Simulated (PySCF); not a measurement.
F4H2SSi2, SMILES F[Si](S[SiH2]F)(F)F.

Geometry: B3LYP-D3(BJ)/def2-SVP. This is a generated structure with no PubChem entry under its InChIKey; it may be hypothetical. Other conformers were not sampled.

Computed with PySCF with B3LYP-D3(BJ)/def2-SVP.

Frequencies are harmonic and unscaled.

```json
[
 {"mode": "1", "ν (cm⁻¹)": "15", "IR (km/mol)": "0.3", "Raman (Å⁴/amu)": "0.3", "depolarisation": "0.75", "moving atoms (share of kinetic energy)": "F 74 %, S 19 %"},
 {"mode": "2", "ν (cm⁻¹)": "59", "IR (km/mol)": "1.2", "Raman (Å⁴/amu)": "0.1", "depolarisation": "0.51", "moving atoms (share of kinetic energy)": "F 85 %"},
 {"mode": "3", "ν (cm⁻¹)": "128", "IR (km/mol)": "2.5", "Raman (Å⁴/amu)": "0.6", "depolarisation": "0.59", "moving atoms (share of kinetic energy)": "Si 43 %, F 35 %, H 16 %"},
 {"mode": "4", "ν (cm⁻¹)": "184", "IR (km/mol)": "2.0", "Raman (Å⁴/amu)": "1.2", "depolarisation": "0.66", "moving atoms (share of kinetic energy)": "F 86 %, Si 13 %"},
 {"mode": "5", "ν (cm⁻¹)": "201", "IR (km/mol)": "0.7", "Raman (Å⁴/amu)": "1.2", "depolarisation": "0.67", "moving atoms (share of kinetic energy)": "F 74 %, S 17 %"},
 {"mode": "6", "ν (cm⁻¹)": "251", "IR (km/mol)": "15.3", "Raman (Å⁴/amu)": "2.7", "depolarisation": "0.73", "moving atoms (share of kinetic energy)": "F 55 %, Si 22 %, S 21 %"},
 {"mode": "7", "ν (cm⁻¹)": "318", "IR (km/mol)": "23.0", "Raman (Å⁴/amu)": "1.7", "depolarisation": "0.22", "moving atoms (share of kinetic energy)": "F 68 %, Si 17 %, S 15 %"},
 {"mode": "8", "ν (cm⁻¹)": "322", "IR (km/mol)": "25.0", "Raman (Å⁴/amu)": "1.0", "depolarisation": "0.66", "moving atoms (share of kinetic energy)": "F 73 %, Si 21 %"},
 {"mode": "9", "ν (cm⁻¹)": "348", "IR (km/mol)": "30.3", "Raman (Å⁴/amu)": "1.9", "depolarisation": "0.56", "moving atoms (share of kinetic energy)": "F 56 %, S 24 %, Si 17 %"},
 {"mode": "10", "ν (cm⁻¹)": "499", "IR (km/mol)": "47.8", "Raman (Å⁴/amu)": "10.6", "depolarisation": "0.16", "moving atoms (share of kinetic energy)": "Si 44 %, S 44 %"},
 {"mode": "11", "ν (cm⁻¹)": "536", "IR (km/mol)": "129.2", "Raman (Å⁴/amu)": "3.5", "depolarisation": "0.17", "moving atoms (share of kinetic energy)": "Si 36 %, S 32 %, F 26 %"},
 {"mode": "12", "ν (cm⁻¹)": "623", "IR (km/mol)": "54.2", "Raman (Å⁴/amu)": "9.0", "depolarisation": "0.38", "moving atoms (share of kinetic energy)": "H 72 %, Si 14 %, S 9 %"},
 {"mode": "13", "ν (cm⁻¹)": "740", "IR (km/mol)": "14.5", "Raman (Å⁴/amu)": "13.3", "depolarisation": "0.73", "moving atoms (share of kinetic energy)": "H 92 %"},
 {"mode": "14", "ν (cm⁻¹)": "842", "IR (km/mol)": "298.8", "Raman (Å⁴/amu)": "3.0", "depolarisation": "0.48", "moving atoms (share of kinetic energy)": "F 58 %, Si 29 %, H 11 %"},
 {"mode": "15", "ν (cm⁻¹)": "876", "IR (km/mol)": "14.2", "Raman (Å⁴/amu)": "6.5", "depolarisation": "0.71", "moving atoms (share of kinetic energy)": "F 47 %, H 36 %, Si 17 %"},
 {"mode": "16", "ν (cm⁻¹)": "929", "IR (km/mol)": "203.1", "Raman (Å⁴/amu)": "11.5", "depolarisation": "0.48", "moving atoms (share of kinetic energy)": "H 61 %, Si 23 %, F 16 %"},
 {"mode": "17", "ν (cm⁻¹)": "964", "IR (km/mol)": "108.7", "Raman (Å⁴/amu)": "9.2", "depolarisation": "0.69", "moving atoms (share of kinetic energy)": "H 75 %, Si 17 %"},
 {"mode": "18", "ν (cm⁻¹)": "985", "IR (km/mol)": "200.4", "Raman (Å⁴/amu)": "1.1", "depolarisation": "0.75", "moving atoms (share of kinetic energy)": "Si 49 %, F 48 %"},
 {"mode": "19", "ν (cm⁻¹)": "990", "IR (km/mol)": "185.6", "Raman (Å⁴/amu)": "0.5", "depolarisation": "0.68", "moving atoms (share of kinetic energy)": "F 51 %, Si 49 %"},
 {"mode": "20", "ν (cm⁻¹)": "2284", "IR (km/mol)": "69.0", "Raman (Å⁴/amu)": "193.9", "depolarisation": "0.11", "moving atoms (share of kinetic energy)": "H 98 %"},
 {"mode": "21", "ν (cm⁻¹)": "2303", "IR (km/mol)": "86.1", "Raman (Å⁴/amu)": "78.8", "depolarisation": "0.62", "moving atoms (share of kinetic energy)": "H 96 %"}
]
```
